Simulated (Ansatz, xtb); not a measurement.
## Relative energy of two structures of AlFGaH4Si+

Structure X is a singlet given by its coordinates and structure Y is a singlet given by its coordinates. Both are gas-phase species (loosely bound parts included), relaxed with r2SCAN-D4/def2-SVP.

X (Å):

```xyz
8

Al    0.2167   -0.1019    1.6049
F     1.8353   -0.3760    2.1401
Ga    3.6306    0.7229    1.3622
Si    1.1163    1.6744    0.0163
H    -0.0933    2.2061   -0.7031
H     0.3645    1.6604    1.4571
H     0.6224    0.1309   -0.1070
H    -1.0415   -0.8492    2.1280
```

Close contacts (Å): Al1–F2 1.73, Al1–Si4 2.55, F2–Ga3 2.24, Ga3–Si4 3.01, Al1–H6 1.77, Al1–H7 1.77, Al1–H8 1.55, Si4–H5 1.50, Si4–H6 1.63, Si4–H7 1.63.

Y (Å):

```xyz
8

Al    0.1014   -0.2804    2.3956
F    -0.8667    1.1280    2.9502
Ga   -2.0295    2.6186    3.7454
Si    1.3015    0.1423    0.3130
H    -0.1306   -1.4045    3.4701
H     0.8533   -0.8647   -0.6923
H     0.9829    1.5260   -0.1459
H     2.7617   -0.0008    0.5838
```

Close contacts (Å): Al1–F2 1.80, Al1–Si4 2.44, F2–Ga3 2.05, Al1–H5 1.57, Si4–H6 1.49, Si4–H7 1.49, Si4–H8 1.49.

**Question.** Estimate which is lower in electronic energy at CCSD(T)/def2-SVP + ΔMP2/def2-TZVPP, and by roughly how much.

**Answer.** The CCSD(T)/def2-SVP + ΔMP2/def2-TZVPP calculation puts structure Y lower, by 14.6 kcal/mol.

Level by level:

```
                             level            geometry  E(Y) − E(X) (kcal/mol)  departure from the last row (kcal/mol)  job, with rough time for the two
                r2SCAN-D4/def2-SVP  r2SCAN-D4/def2-SVP                     −14.1                                    +0.5                optimisation, 56 s
                       HF/def2-SVP  r2SCAN-D4/def2-SVP                     −28.7                                   −14.2           part of the CCSD(T) run
                      MP2/def2-SVP  r2SCAN-D4/def2-SVP                     −19.7                                    −5.1           part of the CCSD(T) run
                  CCSD(T)/def2-SVP  r2SCAN-D4/def2-SVP                     −18.9                                    −4.3                      single point
CCSD(T)/def2-SVP + ΔMP2/def2-TZVPP  r2SCAN-D4/def2-SVP                     −14.6                                                        single point, 25 s
```

None of the levels shown reverses the order. The largest departure from CCSD(T)/def2-SVP + ΔMP2/def2-TZVPP is that of HF/def2-SVP, 14.2 kcal/mol. Levels run at GFN2-xTB geometries aren't shown. The last row adds to CCSD(T) the change of the MP2 difference between the two basis sets, here +4.3 kcal/mol, a large step that makes the value less sure.

With harmonic frequencies from r2SCAN-D4/def2-SVP (ideal gas, rigid rotor, one conformer each, 600 K, 1 atm): on the last row, ΔE + ΔZPE = −15.5 kcal/mol. A mode under 50 cm⁻¹ makes harmonic enthalpies and free energies unreliable, so none is given.

The correlated steps freeze 20 core orbitals; the filled d shell of Ga is correlated, in a basis made for valence electrons. Programs: Ansatz 0.2.0; the last row on 2 threads of Arm Neoverse V2 on a shared host.
